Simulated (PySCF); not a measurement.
Isomers C$_{4}$H$_{3}$FN$_{2}$:

A. SMILES N1=NC=CC(F)=C1
B. SMILES C(C(C)(F)C#N)#N
C. SMILES Fc1cnccn1

Spectrum 1. ¹H NMR (500 MHz, computed): δ 8.78 (ddd, J = 4.6, 2.7, 1.1 Hz, 1H), 8.72 (dt, J = 10.8, 1.3 Hz, 1H), 8.54 (ddd, J = 2.7, 2.1, 1.5 Hz, 1H). ¹³C{¹H} NMR (computed): δ 170.9 (C, d, J = 327.4 Hz), 148.6 (CH, d, J = 5.8 Hz), 147.6 (CH), 138.8 (CH, d, J = 28.5 Hz).

Spectrum 2. ¹H NMR (500 MHz, computed): δ 9.64 (d, J = 3.1 Hz, 1H), 9.57 (dd, J = 8.8, 6.4 Hz, 1H), 7.21 (ddd, J = 9.8, 6.4, 3.1 Hz, 1H). ¹³C{¹H} NMR (computed): δ 172.1 (C, d, J = 353.2 Hz), 155.8 (CH, d, J = 3.4 Hz), 147.1 (CH, d, J = 3.0 Hz), 117.1 (CH, d, J = 4.6 Hz).

Spectrum 3. ¹H NMR (500 MHz, computed): δ 2.13 (d, J = 18.8 Hz, 3H). ¹³C{¹H} NMR (computed): δ 117.9 (C, d, J = 33.3 Hz), 74.8 (C, d, J = 249.4 Hz), 30.7 (CH3, d, J = 25.4 Hz).

PySCF calculation with GFN2-xTB structure, shieldings: GIAO PBE0/pcSseg-1 and spin–spin couplings from B3LYP/pcJ-1 (spin–dipole term left out of most H,H and C,H couplings); one conformer, averaged over atoms made equivalent by symmetry, fast rotation or ring inversion, relativity neglected, in vacuum.

Chemical shifts δ = σref − σ; TMS for ¹H (σ = 31.72 ppm), ¹³C (σ = 186.93 ppm), all at this level. Multiplet labels drop J under 1 Hz and among equivalent protons, and merge close values. Unscaled 3J(H,H) run several per cent high. One-bond C–F couplings are unscaled and too large by tens of Hz. Shifts are as computed. Against solution values, carbons near 30 ppm lie about +3 ppm off and those near 130 ppm about +5 ppm. Of 1211 compounds with measured shifts, 218 miss one by over three times the rms of a fit or turn the order of signals round; such compounds aren't used in these exercises.

Task: Which spectrum belongs to which compound?

Result: 1–C, 2–A, 3–B.

- Spectrum 1 (C): 4 ¹³C signals; δC 170.9 is an aromatic carbon bearing fluorine; δC 148.6 is an aromatic CH next to a ring nitrogen.
- Spectrum 2 (A): 4 ¹³C signals; δC 172.1 is an aromatic carbon bearing fluorine; δC 155.8 is an aromatic CH next to a ring nitrogen.
- Spectrum 3 (B): 3 ¹³C signals; δC 117.9 is a nitrile carbon; δC 74.8 is a fully substituted sp3 carbon bonded to F, α to a nitrile.
